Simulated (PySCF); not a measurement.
# Correlation energy of C (carbon, neutral)

[He] 2s2 2p2, high-spin 3P determinant. Calculation: PySCF 2.14, in x2c-TZVPPall (5s3p2d1f, 31 functions); scalar relativity by spin-free X2C-1e. Frozen: 1s2; 4 electrons correlated.

```tsv
level	correlation energy (mhartree)
CCSD	-86.53
(T)	-2.03
CCSD(T)	-88.56
CCSDT	-89.04
```

Diagnostics: T1 = 0.0089, D1 = 0.0171, largest double amplitude 0.105.

Cost of the coupled-cluster step: of the order of 0.26 core-seconds, for 4 correlated electrons.

Iterations:

```
CC2 = 0
CCSD nocc = (np.int64(3), np.int64(1)), nmo = (30, 30)
frozen orbitals [[0], [0]]
max_cycle = 100
direct = 0
conv_tol = 1e-08
conv_tol_normt = 1e-06
diis_space = 8
diis_start_cycle = 0
Init t2, MP2 energy = -0.066127084415068
Init E_corr(UCCSD) = -0.0661270844164755
cycle = 1  E_corr(UCCSD) = -0.0796291388123488  dE = -0.0135020544  norm(t1,t2) = 0.0462891
cycle = 2  E_corr(UCCSD) = -0.0835588154691802  dE = -0.00392967666  norm(t1,t2) = 0.0205011
cycle = 3  E_corr(UCCSD) = -0.0865625136651887  dE = -0.0030036982  norm(t1,t2) = 0.0105426
cycle = 4  E_corr(UCCSD) = -0.0865121345941758  dE = 5.0379071e-05  norm(t1,t2) = 0.00150942
cycle = 5  E_corr(UCCSD) = -0.0865308378159689  dE = -1.87032218e-05  norm(t1,t2) = 0.000246642
cycle = 6  E_corr(UCCSD) = -0.0865251214029626  dE = 5.71641301e-06  norm(t1,t2) = 4.93075e-05
cycle = 7  E_corr(UCCSD) = -0.0865275824042279  dE = -2.46100127e-06  norm(t1,t2) = 1.22959e-05
cycle = 8  E_corr(UCCSD) = -0.0865271458440174  dE = 4.3656021e-07  norm(t1,t2) = 3.36087e-06
cycle = 9  E_corr(UCCSD) = -0.0865271553492327  dE = -9.50521532e-09  norm(t1,t2) = 1.07015e-06
cycle = 10  E_corr(UCCSD) = -0.0865271873836522  dE = -3.20344194e-08  norm(t1,t2) = 2.30948e-07
cycle = 11  E_corr(UCCSD) = -0.08652718798904  dE = -6.05387823e-10  norm(t1,t2) = 5.60609e-08
UCCSD converged
E(UCCSD) = -37.79396427588324  E_corr = -0.08652718798904001
UCCSD(T) correction = -0.00202960990222041
```
